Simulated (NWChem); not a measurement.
# CH4FGa; SMILES [CH3][GaH][F]

All runs: NWChem. Medium grid unless said otherwise, to which SCAN and Minnesota functionals are sensitive. Coordinates come from a PBE0/def2-SVP optimisation. Total energies of different functionals are on different scales.

```
level              energy (Ha)  highest occupied level (eV)  orbital gap (eV)  dipole (D)
-----------------  -----------  ---------------------------  ----------------  ----------
B3LYP/def2-SVP      -2064.9436                        -8.09              6.81        2.55
PBE/def2-SVP        -2064.4407                        -6.93              5.15        2.41
HCTH/407/def2-SVP   -2065.9084                        -7.14              5.27        2.47
M05-2X/def2-SVP     -2064.8006                        -9.65              9.36        2.70
r2SCAN0/def2-SVP    -2064.7721                            …                 …        2.67
RPBE/def2-SVP       -2064.7983                        -6.89              5.18        2.38
revPBE/def2-SVP     -2064.7028                        -6.89              5.21        2.39
M06/def2-SVP        -2064.7778                        -8.33              7.05        2.71
PBE0/def2-SVP       -2064.4917                        -8.35              7.35        2.59
```

Question: Some entries are withheld; supply them.

Answer: 
- r2SCAN0/def2-SVP, highest occupied level (eV): -8.58
- r2SCAN0/def2-SVP, orbital gap (eV): 7.76
